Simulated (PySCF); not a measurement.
H8OSi3.

```xyz
12

Si     1.7505     1.1387     0.6002
O      1.1876    -0.2873    -0.0406
Si    -0.1447    -1.0762    -0.6621
Si    -2.1317    -0.0231     0.0408
H      2.4023     1.9535    -0.4593
H      2.7374     0.8285     1.6649
H      0.6179     1.9150     1.1813
H     -0.0721    -1.0794    -2.1509
H     -0.1129    -2.4883    -0.1934
H     -2.1876     1.3789    -0.4628
H     -3.3110    -0.7667    -0.4887
H     -2.2117     0.0058     1.5288
```
Charge 0, spin multiplicity 1.

The structure is a stationary point at TPSSh-D3(BJ)/def2-SVP. Other conformers were not sampled.

Computed with PBE/pcSseg-1 (PySCF). Non-relativistic, no solvent.

Computed absolute GIAO shielding of each atom: isotropic value and principal components (ppm):
| atom | σ(iso) | σ11 | σ22 | σ33 | span |
|---|---|---|---|---|---|
| Si1 | 370.9 | 321.1 | 331.4 | 460.3 | 139.2 |
| O2 | 330.9 | 231.6 | 377.6 | 383.4 | 151.9 |
| Si3 | 354.1 | 277.2 | 325.8 | 459.3 | 182.2 |
| Si4 | 451.4 | 447.1 | 451.6 | 455.4 | 8.4 |
| H5 | 26.1 | 22.9 | 24.2 | 31.0 | 8.1 |
| H6 | 26.1 | 22.9 | 24.3 | 31.1 | 8.2 |
| H7 | 26.1 | 22.6 | 25.9 | 29.8 | 7.3 |
| H8 | 25.5 | 22.0 | 24.4 | 30.0 | 8.0 |
| H9 | 25.6 | 22.0 | 24.5 | 30.1 | 8.1 |
| H10 | 27.5 | 24.7 | 25.9 | 32.0 | 7.3 |
| H11 | 28.0 | 25.3 | 25.4 | 33.2 | 7.9 |
| H12 | 27.6 | 24.8 | 25.7 | 32.2 | 7.4 |
